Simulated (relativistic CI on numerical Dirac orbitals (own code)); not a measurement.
**Slater and spin-orbit integrals, Eu²³⁺**

Calculated at this level of theory: Dirac-Coulomb-Breit CI, orbitals from a KLI potential per configuration, QED by a radiative potential, unscaled Slater integrals (own radial code, finite nucleus).

Slater integrals F^k, G^k are unscaled and averaged over j, outside the closed core [Ar] 3d10; ζ comes from projecting the Hamiltonian with its Breit term on Σ l·s of the shell.

- 4s2 4p6 4d4: F^2(4d,4d) = 179680, F^4(4d,4d) = 122080, ζ(4d) = 22551 cm⁻¹; <r>(4d) = 0.5624, <r^2>(4d) = 0.3613 (bohr units).
- 4s2 4p5 4d5: ζ(4p) = 189470, F^2(4d,4d) = 179660, F^4(4d,4d) = 122060, F^2(4p,4d) = 182880, G^1(4p,4d) = 229470, G^3(4p,4d) = 146170, ζ(4d) = 22459 cm⁻¹; <r>(4p) = 0.548, <r^2>(4p) = 0.3394, <r>(4d) = 0.5624, <r^2>(4d) = 0.3613 (bohr units).
- 4s2 4p6 4d3 4f: F^2(4d,4d) = 179600, F^4(4d,4d) = 122010, ζ(4d) = 22550, F^2(4d,4f) = 178280, F^4(4d,4f) = 116740, G^1(4d,4f) = 194090, G^3(4d,4f) = 130840, G^5(4d,4f) = 95281, ζ(4f) = 2917.3 cm⁻¹; <r>(4d) = 0.5627, <r^2>(4d) = 0.3617, <r>(4f) = 0.5528, <r^2>(4f) = 0.3488 (bohr units).

Q: Give the Racah parameters of the d shell in 4s2 4p6 4d4.

A: B = F²/49 − 5F⁴/441 = 2283 cm⁻¹ and C = 35F⁴/441 = 9689 cm⁻¹.

Averages of the first 10 configurations, taken without configuration mixing, which lowers the lowest level and can move excited configurations by several eV; other configurations of the list can lie among them:

```csv
Configuration,Parity,States,Average energy above the lowest level (eV)
4s2 4p6 4d4,even,210,20.4
4s2 4p5 4d5,odd,1512,159.8
4s2 4p6 4d3 4f,odd,1680,167.8
4s 4p6 4d5,even,504,263.3
4s 4p6 4d4 4f,odd,5880,409.1
4s2 4p6 4d3 5s,even,240,253.5
4s2 4p6 4d3 5p,odd,720,293.7
4s2 4p6 4d2 4f 5s,odd,1260,401.3
4s2 4p6 4d3 5d,even,1200,351.3
4s2 4p6 4d2 5s 5p,odd,540,531.7
```
